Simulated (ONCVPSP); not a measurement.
**chromium (Cr): ONCV pseudisation with PBE, fully relativistic reference atom.**

The input file (ONCVPSP 4.0.1):

```
# ATOM AND REFERENCE CONFIGURATION
# atsym  z   nc   nv     iexc    psfile
  Cr 24.00    3    4        4      upf
#
#   n    l    f
    1    0    2.00
    2    0    2.00
    2    1    6.00
    3    0    2.00
    3    1    6.00
    3    2    5.00
    4    0    1.00
#
# PSEUDOPOTENTIAL AND OPTIMIZATION
# lmax
    2
#
#   l,   rc,      ep,       ncon, nbas, qcut
    0    1.65    0.00    4    7    9.00
    1    1.20    0.00    4    7   10.80
    2    2.05    0.00    3    7    9.10
#
# LOCAL POTENTIAL
# lloc, lpopt,  rc(5),   dvloc0
    4    5    1.15    2.00
#
# VANDERBILT-KLEINMAN-BYLANDER PROJECTORs
# l, nproj, debl
    0    2    1.10
    1    2    0.40
    2    3    2.50
#
# MODEL CORE CHARGE
# icmod, fcfact, rcfact
    0    0.00    0.00
#
# LOG DERIVATIVE ANALYSIS
# epsh1, epsh2, depsh
   -4.00    5.00    0.02
#
# OUTPUT GRID
# rlmax, drl
    6.00    0.01
#
# TEST CONFIGURATIONS
# ncnf
    4
# nvcnf
#   n    l    f
    4
    3    0    2.00
    3    1    6.00
    3    2    5.00
    4    0    0.00
#
    4
    3    0    2.00
    3    1    6.00
    3    2    4.00
    4    0    0.00
#
    4
    3    0    2.00
    3    1    6.00
    3    2    3.00
    4    0    0.00
#
    5
    3    0    2.00
    3    1    6.00
    3    2    4.00
    4    0    1.00
    4    1    1.00
#
```

Command:

```bash
oncvpspr.x < Cr.dat > Cr.out
```

Output (shortened: citation, most of the input echo, consistency checks and plot data are left out):

```
ONCVPSP  (Optimized Norm-Conservinng Vanderbilt PSeudopotential)
relativistic version 4.0.1

#   n    l    f        energy (Ha)
    1    0    2.00    -2.1608029D+02
    2    0    2.00    -2.4510956D+01
    2    1    6.00    -2.0493890D+01    -2.0811718D+01
    3    0    2.00    -2.7185780D+00
    3    1    6.00    -1.6572798D+00    -1.6946379D+00
    3    2    5.00    -1.0595007D-01    -1.0879037D-01
    4    0    1.00    -1.4724993D-01

Reference configufation results
  iterations    32
  all-electron total energy (Ha)   -1.05054320D+03

Begin loop to  construct optimized pseudo wave functions
and semi-local pseudopoentials for all angular momenta

Calculating optimized projector #   1

 for l=   0

    Fraction of norm inside rc  0.969355
    Optimizing pswf for qcut=   8.99 a_B^-1,  ecut=  40.41 Ha
    Residual kinetic energy error=  5.06D-08 Ha

    Energy error per electron        Cutoff
         Ha          eV             Ha
         0.01000     0.27211        7.89
         0.00100     0.02721       20.81
         0.00010     0.00272       26.64
         0.00001     0.00027       31.25

Calculating optimized projector #   2

 for l=   0

    Fraction of norm inside rc  0.051417
    Optimizing pswf for qcut=   8.99 a_B^-1,  ecut=  40.41 Ha
    Residual kinetic energy error=  2.96D-08 Ha

    Energy error per electron        Cutoff
         Ha          eV             Ha
         0.01000     0.27211        5.27
         0.00100     0.02721       16.66
         0.00010     0.00272       24.90
         0.00001     0.00027       30.55

WARNING wellstate: negative energy specified for n= 4 l=  1
WARNING scattering state with energy  0.25000000
WARNING will be used for the first projector

   Wellstate for l =  1  n =  4 kap= -2
     eigenvalue =   0.2500
     asymptotic potential =   0.7500
     half-point radius =  3.7447

Calculating optimized projector #   1

 for l=   1

    Fraction of norm inside rc  0.760497
    Optimizing pswf for qcut=  10.81 a_B^-1,  ecut=  58.47 Ha
    Residual kinetic energy error=  5.98D-07 Ha

    Energy error per electron        Cutoff
         Ha          eV             Ha
         0.01000     0.27211       19.46
         0.00100     0.02721       24.93
         0.00010     0.00272       30.74
         0.00001     0.00027       48.50

Calculating optimized projector #   2

 for l=   1

    Fraction of norm inside rc  0.054000
    Optimizing pswf for qcut=  10.81 a_B^-1,  ecut=  58.47 Ha
    Residual kinetic energy error=  3.56D-07 Ha

    Energy error per electron        Cutoff
         Ha          eV             Ha
         0.01000     0.27211       15.35
         0.00100     0.02721       21.25
         0.00010     0.00272       26.62
         0.00001     0.00027       44.85

   Wellstate for l =  1  n =  4 kap=  1
     eigenvalue =  -1.2946

Calculating optimized projector #   1

 for l=   1

    Fraction of norm inside rc  0.767996
    Optimizing pswf for qcut=  10.81 a_B^-1,  ecut=  58.47 Ha
    Residual kinetic energy error=  5.29D-07 Ha

    Energy error per electron        Cutoff
         Ha          eV             Ha
         0.01000     0.27211       19.97
         0.00100     0.02721       25.49
         0.00010     0.00272       30.42
         0.00001     0.00027       47.59

Calculating optimized projector #   2

 for l=   1

    Fraction of norm inside rc  0.053252
    Optimizing pswf for qcut=  10.81 a_B^-1,  ecut=  58.47 Ha
    Residual kinetic energy error=  3.41D-07 Ha

    Energy error per electron        Cutoff
         Ha          eV             Ha
         0.01000     0.27211       15.64
         0.00100     0.02721       21.70
         0.00010     0.00272       27.03
         0.00001     0.00027       43.47

   Wellstate for l =  2  n =  5 kap= -3
     eigenvalue =   2.3940
     asymptotic potential =   2.8940
     half-point radius =  3.3711

   Wellstate for l =  2  n =  6 kap= -3
     eigenvalue =   4.8940
     asymptotic potential =   5.3940
     half-point radius =  3.2269

Calculating optimized projector #   1

 for l=   2

    Fraction of norm inside rc  0.782716
    Optimizing pswf for qcut=   9.11 a_B^-1,  ecut=  41.46 Ha
    Residual kinetic energy error=  3.53D-06 Ha

    Energy error per electron        Cutoff
         Ha          eV             Ha
         0.01000     0.27211       22.60
         0.00100     0.02721       27.69
         0.00010     0.00272       32.03
         0.00001     0.00027       36.30

Calculating optimized projector #   2

 for l=   2

    Fraction of norm inside rc  0.284459
    Optimizing pswf for qcut=   9.11 a_B^-1,  ecut=  41.46 Ha
    Residual kinetic energy error=  3.76D-07 Ha

    Energy error per electron        Cutoff
         Ha          eV             Ha
         0.01000     0.27211       25.37
         0.00100     0.02721       30.55
         0.00010     0.00272       34.42
         0.00001     0.00027       37.54

Calculating optimized projector #   3

 for l=   2

    Fraction of norm inside rc  0.183959
    Optimizing pswf for qcut=   9.11 a_B^-1,  ecut=  41.46 Ha
    Residual kinetic energy error=  7.13D-06 Ha

    Energy error per electron        Cutoff
         Ha          eV             Ha
         0.01000     0.27211       29.16
         0.00100     0.02721       33.81
         0.00010     0.00272       37.64
         0.00001     0.00027       41.46

   Wellstate for l =  2  n =  5 kap=  2
     eigenvalue =   2.3912

   Wellstate for l =  2  n =  6 kap=  2
     eigenvalue =   4.8926

Calculating optimized projector #   1

 for l=   2

    Fraction of norm inside rc  0.786456
    Optimizing pswf for qcut=   9.11 a_B^-1,  ecut=  41.46 Ha
    Residual kinetic energy error=  3.35D-06 Ha

    Energy error per electron        Cutoff
         Ha          eV             Ha
         0.01000     0.27211       22.45
         0.00100     0.02721       27.43
         0.00010     0.00272       31.69
         0.00001     0.00027       35.80

Calculating optimized projector #   2

 for l=   2

    Fraction of norm inside rc  0.285028
    Optimizing pswf for qcut=   9.11 a_B^-1,  ecut=  41.46 Ha
    Residual kinetic energy error=  3.70D-07 Ha

    Energy error per electron        Cutoff
         Ha          eV             Ha
         0.01000     0.27211       25.37
         0.00100     0.02721       30.53
         0.00010     0.00272       34.41
         0.00001     0.00027       37.53

Calculating optimized projector #   3

 for l=   2

    Fraction of norm inside rc  0.184226
    Optimizing pswf for qcut=   9.11 a_B^-1,  ecut=  41.46 Ha
    Residual kinetic energy error=  7.25D-06 Ha

    Energy error per electron        Cutoff
         Ha          eV             Ha
         0.01000     0.27211       29.18
         0.00100     0.02721       33.83
         0.00010     0.00272       37.66
         0.00001     0.00027       41.54

Construct Vanderbilt / Kleinmman-Bylander projectors

B matrix Hermiticity error, ll=  0  kap= -1
   1   2    1.7968D-04

  Orthonormal projector coefficients  6.9847E+00  8.1099E-01

B matrix Hermiticity error, ll=  1  kap= -2
   1   2    1.7631D-04

  Orthonormal projector coefficients  2.1054E+00 -9.5256E-01

B matrix Hermiticity error, ll=  1  kap=  1
   1   2    1.8034D-04

  Orthonormal projector coefficients  2.0591E+00 -1.0263E+00

B matrix Hermiticity error, ll=  2  kap= -3
   1   2   -1.4302D-04
   1   3    1.7204D-04
   2   3    1.8914D-04

  Orthonormal projector coefficients -5.3970E+00 -2.6569E+00 -5.1110E-01

B matrix Hermiticity error, ll=  2  kap=  2
   1   2   -1.4404D-04
   1   3    1.7391D-04
   2   3    1.8946D-04

  Orthonormal projector coefficients -5.3993E+00 -2.6758E+00 -5.1320E-01

 Orthonormal scalar projector coefficients, l =  1
  2.0888E+00 -9.7647E-01  4.1848E-04 -2.3907E-07

 Orthonormal spin-orbit projector coefficients, l =  1
  1.1528E-01 -4.3101E-02  7.8823E-03 -2.0842E-05

 Orthonormal scalar projector coefficients, l =  2
 -5.3979E+00 -2.6645E+00 -5.1194E-01 -9.0682E-06 -1.5969E-06 -5.8558E-08

 Orthonormal spin-orbit projector coefficients, l =  2
  1.1324E-02 -4.5646E-03  2.7204E-03 -1.1623E-03  1.0299E-03 -1.0990E-05

Pseudoatom total energy  -85.274582

Diagnostic tests using Vanderbilt-Kleinman-Bylander pseudopotentials
  relativistic with J = L +/- 1/2 projectors

   l  kap   rcore       rmatch      e in        delta e    norm test   slope test

   0  -1   1.6540567   1.7042775  -2.7185780   0.0000042   1.0001282   1.0001126
   0  -1   1.6540567   1.7042775  -0.1472499   0.0000019   1.0000253   1.0000188

   1  -2   1.2046404   1.2412159  -1.6572798  -0.0000127   1.0001232   1.0001619
   1   1   1.2046404   1.2412159  -1.6946379   0.0000061   1.0001297   1.0001405
   1  -2   1.2046404   1.2412159   0.2500000   0.0000160   1.0002870   1.0002870
   1   1   1.2046404   1.2412159   0.2455538   0.0000202   1.0002912   1.0002912

   2  -3   2.0515292   2.1138181  -0.1059501  -0.0000020   1.0000437   1.0000513
   2   2   2.0515292   2.1138181  -0.1087904  -0.0000001   1.0000488   1.0000369
   2  -3   2.0515292   2.1138181   2.3940499   0.0000020   1.0001144   1.0001144
   2   2   2.0515292   2.1138181   2.3925659   0.0000028   1.0001147   1.0001147
   2  -3   2.0515292   2.1138181   4.8940499   0.0000046   1.0002622   1.0002622
   2   2   2.0515292   2.1138181   4.8924979   0.0000048   1.0002620   1.0002620

Diagnostic tests using Vanderbilt-Kleinman-Bylander pseudopotentials
  relativistic with scalar and spin-orbit non-local projectors

   l  kap   rcore       rmatch      e in        delta e    norm test   slope test

   0  -1   1.6540567   1.7042775  -2.7185780   0.0000042   1.0001282   1.0001126
   0  -1   1.6540567   1.7042775  -0.1472499   0.0000019   1.0000253   1.0000188

   1  -2   1.2046404   1.2412159  -1.6572798  -0.0000473   1.0001199   1.0001384
   1   1   1.2046404   1.2412159  -1.6946379  -0.0000283   1.0001263   1.0001178
   1  -2   1.2046404   1.2412159   0.2500000   0.0000038   1.0002793   1.0002793
   1   1   1.2046404   1.2412159   0.2455538   0.0000093   1.0002838   1.0002838

   2  -3   2.0515292   2.1138181  -0.1059501  -0.0000016   1.0000441   1.0000532
   2   2   2.0515292   2.1138181  -0.1087904   0.0000002   1.0000490   1.0000383
   2  -3   2.0515292   2.1138181   2.3940499   0.0000029   1.0001143   1.0001143
   2   2   2.0515292   2.1138181   2.3925659   0.0000035   1.0001145   1.0001145
   2  -3   2.0515292   2.1138181   4.8940499   0.0000051   1.0002623   1.0002623
   2   2   2.0515292   2.1138181   4.8924979   0.0000052   1.0002622   1.0002622

Ghost test for J = L + 1/2

 Testing for bound ghosts
   n   l    E NL Schr. Eq   E Basis Diag.   E Cutoff

   1   0       -2.718574       -2.718571     69.65
   2   0       -0.147248       -0.073476     69.65

   2   1       -1.657292       -1.656806    153.39

   3   2       -0.105952       -0.103997     81.88

 Testing for highly-localized positive-energy ghosts
       l    <radius>/rc     E Basis Diag.   E Cutoff

Ghost test for J = L - 1/2

 Testing for bound ghosts
   n   l    E NL Schr. Eq   E Basis Diag.   E Cutoff

   1   0       -2.718574       -2.718571     69.65
   2   0       -0.147248       -0.073476     69.65

   2   1       -1.694632       -1.694196    153.39

   3   2       -0.108790       -0.106918     81.88

 Testing for highly-localized positive-energy ghosts
       l    <radius>/rc     E Basis Diag.   E Cutoff

Test configuration 0

   n   l kap    f        eae           eps        diff
   1   0  -1  2.0000 -216.08028527
   2   0  -1  2.0000  -24.51095570
   2   1  -2  4.0000  -20.49388960
   2   1   1  2.0000  -20.81171823
   3   0  -1  2.0000   -2.71857804   -2.71857388    4.16E-06
   3   1  -2  4.0000   -1.65727975   -1.65729242   -1.27E-05
   3   1   1  2.0000   -1.69463787   -1.69463177    6.10E-06
   3   2  -3  3.0000   -0.10595007   -0.10595203   -1.96E-06
   3   2   2  2.0000   -0.10879037   -0.10879049   -1.20E-07
   4   0  -1  1.0000   -0.14724993   -0.14724801    1.92E-06

    Total energies and differences
      AE_ref= -1.05054320E+03  AE_tst= -1.05054320E+03  dif=  0.00E+00
      PS_ref= -8.52745816E+01  PS_tst= -8.52745816E+01  dif= -9.66E-13
      PSP excitation error=  9.66E-13

Test configuration 1

   n   l kap    f        eae           eps        diff
   1   0  -1  2.0000 -216.33927758
   2   0  -1  2.0000  -24.76009438
   2   1  -2  4.0000  -20.74385848
   2   1   1  2.0000  -21.06175555
   3   0  -1  2.0000   -2.97553282   -2.97595487   -4.22E-04
   3   1  -2  4.0000   -1.91574725   -1.91581225   -6.50E-05
   3   1   1  2.0000   -1.95291103   -1.95301921   -1.08E-04
   3   2  -3  3.0000   -0.36171935   -0.36226953   -5.50E-04
   3   2   2  2.0000   -0.36466291   -0.36525073   -5.88E-04
   4   0  -1  0.0000   -0.36568631   -0.36568631    0.00E+00

    Total energies and differences
      AE_ref= -1.05054320E+03  AE_tst= -1.05028956E+03  dif=  2.54E-01
      PS_ref= -8.52745816E+01  PS_tst= -8.50211947E+01  dif=  2.53E-01
      PSP excitation error=  2.49E-04

Test configuration 2

   n   l kap    f        eae           eps        diff
   1   0  -1  2.0000 -216.86390763
   2   0  -1  2.0000  -25.30023558
   2   1  -2  4.0000  -21.28249877
   2   1   1  2.0000  -21.60027920
   3   0  -1  2.0000   -3.49599059   -3.49486619    1.12E-03
   3   1  -2  4.0000   -2.42941052   -2.42855976    8.51E-04
   3   1   1  2.0000   -2.46735597   -2.46644568    9.10E-04
   3   2  -3  2.4000   -0.83853549   -0.83642196    2.11E-03
   3   2   2  1.6000   -0.84201676   -0.83983675    2.18E-03
   4   0  -1  0.0000   -0.68494406   -0.68494406    0.00E+00

    Total energies and differences
      AE_ref= -1.05054320E+03  AE_tst= -1.04969965E+03  dif=  8.44E-01
      PS_ref= -8.52745816E+01  PS_tst= -8.44314206E+01  dif=  8.43E-01
      PSP excitation error=  3.86E-04

Test configuration 3

psatom_r: WARNING lschvkbb convergence error n,l,kap,iter=   3   2  -3

ea(ii),et,emin,emax -1.059520E-01 -1.165472E-01 -1.165472E-01 -1.165472E-01

psatom_r: WARNING lschvkbb convergence error n,l,kap,iter=   1   0  -1

ea(ii),et,emin,emax -2.736704E+00 -2.463033E+00 -2.463033E+00 -2.463033E+00

psatom_r: WARNING lschvkbb convergence error n,l,kap,iter=   2   1  -2

ea(ii),et,emin,emax -1.674927E+00 -1.507435E+00 -1.507435E+00 -1.507435E+00

psatom_r: WARNING lschvkbb convergence error n,l,kap,iter=   3   2  -3

ea(ii),et,emin,emax -1.059520E-01 -9.535683E-02 -9.535683E-02 -9.535683E-02

psatom_r: WARNING lschvkbb convergence error n,l,kap,iter=   2   0  -1

ea(ii),et,emin,emax -1.560800E-01 -1.404720E-01 -1.404720E-01 -1.404720E-01
run_config_r: WARNING for fully non-local PS atom,
 WARNING no output for configuration 4

Test configuration 4

   n   l kap    f        eae           eps        diff
   1   0  -1  2.0000 -216.27896667
   2   0  -1  2.0000  -24.72830101
   2   1  -2  4.0000  -20.70941833
   2   1   1  2.0000  -21.02710257
   3   0  -1  2.0000   -2.92040213   -2.91757757    2.82E-03
   3   1  -2  4.0000   -1.85359277   -1.85169057    1.90E-03
   3   1   1  2.0000   -1.89159158   -1.88955786    2.03E-03
   3   2  -3  2.4000   -0.27214770   -0.26899957    3.15E-03
   3   2   2  1.6000   -0.27547689   -0.27223269    3.24E-03
   4   0  -1  1.0000   -0.21383777   -0.21426150   -4.24E-04
   4   1  -2  0.6667   -0.07710516   -0.07722568   -1.21E-04
   4   1   1  0.3333   -0.07860700   -0.07873308   -1.26E-04

    Total energies and differences
      AE_ref= -1.05054320E+03  AE_tst= -1.05041435E+03  dif=  1.29E-01
      PS_ref= -8.52745816E+01  PS_tst= -8.51468800E+01  dif=  1.28E-01
      PSP excitation error=  1.15E-03
```

The run took about 7.9 s on one core of a shared server CPU.
